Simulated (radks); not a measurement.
Q: Successive ionisation energies (eV) of one element, from differences of total energies of ions in their ground configurations, starting at charge 0: 7.451, 16.728, 32.083, 50.195, 78.250, 102.13, 127.89, 155.36, 184.40, 273.46, 303.34, 333.33, 374.59, 407.41, 440.29, 508.82, 546.58, 1398.8, 1497.2, 1595.1, 1733.0, 1840.3. Calculated with a radial shooting solver on a logarithmic mesh with Libxc functionals: scalar-relativistic Kohn-Sham, exchange-only LDA, spin-polarised, spherical densities, point nucleus; open shells are filled with parallel spins first. Which element is it?

A: Cobalt (Z = 27). The first species listed is Co in [Ar] 3d7 4s2, the last Co21+ in [He] 2s2 2p2.
